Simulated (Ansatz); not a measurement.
Total energies of the cluster SiO3H2 (the lowest singlet isomer of a short search) from Ansatz at PBE0-D4/def2-TZVP, gas phase (1 Eh = 27.2114 eV = 2625.5 kJ/mol). The reference geometry is relaxed at PBE-D4/def2-TZVP.

```xyz
6

Si    0.235   -0.038    0.454
O    -0.698    0.876   -0.543
O     0.536   -1.421   -0.356
O     0.734    0.323    1.852
H    -0.944    1.739   -0.166
H     0.137   -1.479   -1.241
```

```json
{"state": "charge 0 singlet", "geometry": "reference", "energy (Eh)": "-516.23498"}
{"state": "charge 1 doublet", "geometry": "reference", "energy (Eh)": "-515.83441"}
{"state": "free Si atom (triplet)", "geometry": "–", "energy (Eh)": "-289.24943"}
{"state": "free O atom (triplet)", "geometry": "–", "energy (Eh)": "-75.01860"}
{"state": "free H atom (doublet)", "geometry": "–", "energy (Eh)": "-0.50104"}
```

(1) Work out the vertical ionisation energy to the doublet.

(2) What is the binding energy per atom against free atoms?

(1) E(charge 1 doublet) − E(charge 0 singlet) = -515.83441 − (-516.23498) = 0.40057 Eh = 10.90 eV. For comparison, −ε of the highest occupied level is 8.40 eV at this level, 2.50 eV less.

(2) Atoms: 1 × (-289.24943) + 3 × (-75.01860) + 2 × (-0.50104) = -515.30731 Eh. Binding: -515.30731 − (-516.23498) = 0.92767 Eh = 25.24 eV, or 4.21 eV for each of 6 atoms (no zero-point energy, no counterpoise term).

The structure comes from a short search, and lower isomers may exist.
